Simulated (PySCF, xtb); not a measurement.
CH2Li2, SMILES [Li][CH2][Li].

Harmonic wavenumbers (cm⁻¹) from GFN2-xTB (xtb) at its own minimum, in rising order: 131, 218, 265, 320, 566, 579, 1380, 2830, 2839.

**Question.** What does PBE-D3(BJ)/def2-TZVPD run with PySCF give at its own minimum? (An estimate is asked for; the answer gives what the named calculation found.)

**Answer.** 9, 173, 333, 355, 578, 671, 1224, 2878, 2947. Paired by order, the mean absolute difference is 76 cm⁻¹ and the zero-point energies are 13.0 and 13.1 kcal/mol.
